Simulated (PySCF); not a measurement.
Task: What does the PBE0-D3(BJ)/def2-SVP structure of `N[SiH2][BiH2]` look like in three dimensions?

Result: 
```xyz
9
BiH6NSi angstrom
N     -1.0622    0.2767   -0.8768
Si    -0.4610   -0.6420    0.4611
Bi     2.1951   -0.4087    0.5799
H     -2.0468    0.2444   -1.1191
H     -0.6644    1.1874   -1.0736
H     -0.9799   -0.2584    1.8216
H     -0.8393   -2.0767    0.2638
H      2.2453   -0.4866   -1.2134
H      1.9757    1.3764    0.4973
```

Orientation and origin are arbitrary. Atoms count from 1 in this order. Si2 (SiH2 silicon) is distorted tetrahedral (angles from 106.0° to 116.3°). N1 (silicon-bound nitrogen) has angles 120.3°, 119.4° and 111.3°, sum 351.0°, 0.21 Å off the plane of its three neighbours. Bi3 (bismuth bonded to Si and 2 H) is pyramidal (angles 90.0°, 88.8° and 87.9°, sum 266.8°, 1.16 Å off the plane of its three neighbours).

Bonds between heavy atoms (Å): N1–Si2 1.731, Si2–Bi3 2.669.

Theory: PBE0-D3(BJ)/def2-SVP geometry optimisation, gas phase, def2 core potentials past Kr (PySCF 2.14.0).

Whether it is a minimum is left open (no frequencies). One conformer, not necessarily the lowest (H–N1–Si2–Bi3 175° and -40°, N1–Si2–Bi3–H -39° and 51°).
